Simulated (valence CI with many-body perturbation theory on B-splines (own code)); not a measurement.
## Se28+: electric-dipole lines

Calculated by configuration interaction combined with many-body perturbation theory (CI+MBPT): four valence electrons over a frozen Dirac-Fock core [He], radial functions for each j: 11 s, 11 p, 9 d, 7 f, 5 g, 2 h, 1 i, with the one-electron correlation potential Σ1 (screened to all orders), the two-electron term Σ2, the three-electron term Σ3, Breit, model QED; selected single and double excitations, second order for the rest (own B-spline code, finite nucleus).

The last digits are not significant, and no measured levels were compared; by estimate large intervals hold to a few tenths of a per cent, small ones and those within an open d or f shell to about a per cent. Among the levels kept, up to 280 cm⁻¹ of a level comes from second order outside the variational space, and about a tenth of that is noise between levels of different J, which matters for small intervals.

Lines 101 to 150 of 252 in falling wavelength, among levels below 16165 × 10³ cm⁻¹, chosen from the strongest by gf and those to the six lowest levels. Wavelengths and rates use the calculated energies. Electric multipoles are in the length gauge, E1 and E2 with the static RPA response of the core. Weak lines are less certain than strong ones. Lines between different terms over intervals too small for the method are left out, as are lines whose strength nearly cancels. Where a level lies close to another of its J and parity, the split of strength between their lines is uncertain. The highest levels of a list are the least certain.

Levels are named by their leading jj configuration (3d3/2^4 stands for four electrons in 3d with j = 3/2), which in mixed levels can hold well under half, so a name can repeat and another be missing. Letters in brackets count levels of one name in rising energy.

```tsv
λ vac (nm)	Upper	Lower	A (s⁻¹)	log gf	Branch %
0.7063	(2s 2p3/2^2 3s) J=1 [a]	(2s 2p1/2 2p3/2^2) J=1 [b]	5.16e+12	-0.94	32.7
0.7061	(2s 2p1/2 2p3/2 3d5/2) J=2 [a]	(2s 2p1/2 2p3/2^2) J=1 [a]	7.60e+12	-0.55	24.1
0.7059	(2s 2p1/2 2p3/2 3d5/2) J=0	(2s 2p1/2 2p3/2^2) J=1 [b]	2.14e+13	-0.80	49.4
0.7059	(2s 2p1/2 2p3/2 3d5/2) J=2 [b]	(2s 2p1/2 2p3/2^2) J=1 [b]	5.68e+12	-0.67	16.4
0.7059	(2s^2 2p1/2 3d3/2) J=2	(2s^2 2p3/2^2) J=2	6.44e+11	-1.62	7.2
0.7054	(2s 2p3/2^2 3s) J=3	(2s 2p1/2 2p3/2^2) J=3	5.73e+12	-0.52	49.7
0.7049	(2s 2p1/2 2p3/2 3d5/2) J=1 [b]	(2s 2p1/2 2p3/2^2) J=1 [b]	8.65e+12	-0.71	23.5
0.7030	(2s 2p1/2 2p3/2 3s) J=2 [c]	(2s 2p1/2^2 2p3/2) J=1	3.96e+12	-0.83	43.0
0.7018	(2s^2 2p1/2 3d5/2) J=2	(2s^2 2p3/2^2) J=2	8.19e+11	-1.52	1.6
0.7018	(2s^2 2p1/2 3d5/2) J=3	(2s^2 2p3/2^2) J=2	1.43e+11	-2.13	0.4
0.7016	(2s 2p1/2 2p3/2 3d5/2) J=1 [a]	(2s 2p1/2 2p3/2^2) J=0	2.12e+13	-0.33	57.3
0.7011	(2s 2p1/2 2p3/2 3s) J=3	(2s 2p1/2^2 2p3/2) J=2	5.66e+12	-0.53	82.3
0.7010	(2s^2 2p3/2 3s) J=2	(2s^2 2p1/2 2p3/2) J=2	3.08e+12	-0.95	38.6
0.7008	(2s 2p1/2 2p3/2 3d5/2) J=2 [b]	(2s 2p1/2 2p3/2^2) J=2 [b]	1.35e+13	-0.30	39.0
0.7007	(2s^2 2p1/2 3s) J=1	(2s^2 2p1/2^2) J=0	2.37e+12	-1.28	28.1
0.7004	(2s 2p1/2 2p3/2 3d5/2) J=3 [c]	(2s 2p1/2 2p3/2^2) J=2 [b]	4.50e+12	-0.63	8.8
0.7002	(2s 2p3/2^2 3s) J=3	(2s 2p1/2 2p3/2^2) J=2 [a]	4.36e+12	-0.65	37.8
0.6998	(2s 2p1/2 2p3/2 3d5/2) J=1 [b]	(2s 2p1/2 2p3/2^2) J=2 [b]	8.39e+12	-0.73	22.8
0.6995	(2s^2 2p3/2 3s) J=1	(2s^2 2p1/2 2p3/2) J=2	1.18e+12	-1.59	10.9
0.6985	(2s 2p3/2^2 3s) J=1 [a]	(2s 2p1/2 2p3/2^2) J=1 [a]	8.20e+12	-0.74	51.9
0.6981	(2s 2p1/2 2p3/2 3d5/2) J=0	(2s 2p1/2 2p3/2^2) J=1 [a]	1.94e+13	-0.85	44.8
0.6973	(2s^2 2p3/2 3s) J=2	(2s^2 2p1/2 2p3/2) J=1	2.37e+12	-1.06	29.7
0.6972	(2s 2p3/2^2 3s) J=2 [b]	(2s 2p1/2 2p3/2^2) J=1 [a]	3.05e+12	-0.95	34.4
0.6971	(2s 2p1/2 2p3/2 3d5/2) J=1 [b]	(2s 2p1/2 2p3/2^2) J=1 [a]	8.36e+12	-0.74	22.8
0.6966	(2s 2p1/2^2 3d5/2) J=2	(2s 2p1/2^2 2p3/2) J=1	3.41e+13	0.09	95.8
0.6958	(2s^2 2p3/2 3s) J=1	(2s^2 2p1/2 2p3/2) J=1	4.78e+11	-1.98	4.4
0.6953	(2s 2p1/2 2p3/2 3d5/2) J=1 [b]	(2s 2p1/2 2p3/2^2) J=0	6.97e+12	-0.82	19.0
0.6931	(2s 2p1/2 2p3/2 3d5/2) J=3 [b]	(2s 2p1/2 2p3/2^2) J=3	7.59e+12	-0.42	15.8
0.6929	(2s 2p1/2 2p3/2 3d3/2) J=2 [b]	(2s 2p1/2 2p3/2^2) J=3	3.81e+12	-0.86	5.4
0.6925	(2s^2 2p3/2 3d3/2) J=1	(2s^2 2p3/2^2) J=0	1.31e+12	-1.55	2.4
0.6914	(2s 2p1/2 2p3/2 3d5/2) J=2 [a]	(2s 2p1/2 2p3/2^2) J=2 [a]	2.04e+13	-0.14	64.8
0.6900	(2s 2p1/2 2p3/2 3d5/2) J=3 [a]	(2s 2p1/2 2p3/2^2) J=2 [a]	2.19e+13	0.04	52.6
0.6887	(2s 2p1/2 2p3/2 3d5/2) J=2 [b]	(2s 2p1/2 2p3/2^2) J=3	3.95e+12	-0.85	11.4
0.6886	(2s^2 2p1/2 3d3/2) J=2	(2s^2 2p1/2 2p3/2) J=2	7.52e+12	-0.57	84.1
0.6883	(2s 2p1/2 2p3/2 3d5/2) J=3 [c]	(2s 2p1/2 2p3/2^2) J=3	1.83e+13	-0.04	35.9
0.6882	(2s 2p1/2 2p3/2 3d5/2) J=4 [b]	(2s 2p1/2 2p3/2^2) J=3	5.03e+13	0.51	99.9
0.6880	(2s 2p1/2 2p3/2 3d5/2) J=3 [b]	(2s 2p1/2 2p3/2^2) J=2 [a]	1.62e+13	-0.09	33.7
0.6879	(2s^2 2p3/2 3d5/2) J=1	(2s^2 2p3/2^2) J=0	6.12e+13	0.11	92.3
0.6878	(2s 2p1/2^2 3d3/2) J=1	(2s 2p1/2^2 2p3/2) J=2	8.26e+11	-1.76	20.6
0.6870	(2s 2p1/2^2 3d3/2) J=2	(2s 2p1/2^2 2p3/2) J=2	7.13e+12	-0.60	81.8
0.6865	(2s^2 2p3/2 3d3/2) J=2	(2s^2 2p3/2^2) J=2	3.55e+12	-0.90	10.4
0.6855	(2s 2p1/2 2p3/2 3d5/2) J=1 [a]	(2s 2p1/2^2 2p3/2) J=1	5.79e+12	-0.91	15.7
0.6850	(2s^2 2p1/2 3d3/2) J=2	(2s^2 2p1/2 2p3/2) J=1	7.72e+11	-1.57	8.6
0.6850	(2s^2 2p3/2 3d3/2) J=3	(2s^2 2p3/2^2) J=2	6.01e+12	-0.53	10.2
0.6847	(2s 2p1/2^2 3d5/2) J=3	(2s 2p1/2^2 2p3/2) J=2	2.54e+13	0.10	95.2
0.6847	(2s^2 2p1/2 3d5/2) J=2	(2s^2 2p1/2 2p3/2) J=2	5.83e+12	-0.69	11.2
0.6847	(2s^2 2p1/2 3d5/2) J=3	(2s^2 2p1/2 2p3/2) J=2	3.70e+13	0.26	99.6
0.6844	(2s^2 2p1/2 3d3/2) J=1	(2s^2 2p1/2 2p3/2) J=2	1.07e+12	-1.65	1.4
0.6842	(2s 2p1/2^2 3p3/2) J=1	(2s^2 2p3/2^2) J=2	1.49e+12	-1.50	6.4
0.6840	(2s^2 2p3/2 3d3/2) J=1	(2s^2 2p3/2^2) J=2	7.16e+12	-0.82	12.8
```

**Question.** How does gf follow from A for the line at 0.6880 nm?

**Answer.** gf = 1.4992 × (2J+1)_upper × A / σ², with σ = 14535119 cm⁻¹ and 2J+1 = 7: gf = 0.805.
